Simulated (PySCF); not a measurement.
SMILES CC[SiH](N)N, singlet, GFN2-xTB optimised geometry.

```
15

Si    -0.76    -0.65     0.00
N      0.97    -0.65     0.00
N     -1.15    -1.33    -1.54
C     -1.30    -1.64     1.54
C     -0.95    -0.95     2.86
H     -1.44     0.65     0.00
H      1.44    -0.34     0.83
H      1.42    -0.27    -0.81
H     -0.62    -2.13    -1.85
H     -2.12    -1.47    -1.77
H     -0.84    -2.63     1.53
H     -2.38    -1.80     1.51
H     -1.40     0.04     2.90
H     -1.31    -1.53     3.71
H      0.13    -0.84     2.96
```

Density from PBE0/def2-TZVP (PySCF) at that geometry.

Minimum of the electron density along straight lines between bonded atoms, close to the bond critical point (lines longer than 1.1 times the sum of covalent radii, or with two minima, are not listed):

```tsv
bond	length / Å	ρ at the minimum / e bohr⁻³	∇²ρ there / e bohr⁻⁵	position (fraction from the first atom)
Si1–N2	1.726	0.132	0.56	0.40
Si1–N3	1.728	0.132	0.55	0.40
Si1–C4	1.907	0.119	0.14	0.39
C4–C5	1.524	…	…	0.50
Si1–H6	1.473	0.124	…	0.49
N2–H7	1.007	0.338	-1.65	0.74
N2–H8	1.007	0.337	-1.66	0.74
N3–H9	1.007	0.337	-1.66	0.74
N3–H10	1.006	0.338	-1.65	0.74
C4–H11	1.092	0.274	-0.91	0.64
C4–H12	1.092	0.273	-0.91	0.63
C5–H13	1.088	0.279	-0.96	0.64
C5–H14	1.090	0.278	-0.95	0.64
C5–H15	1.088	0.279	-0.95	0.64
```

Some entries are withheld; supply them.


- C4–C5, ρ at the minimum / e bohr⁻³: 0.241
- C4–C5, ∇²ρ there / e bohr⁻⁵: -0.58
- Si1–H6, ∇²ρ there / e bohr⁻⁵: 0.17
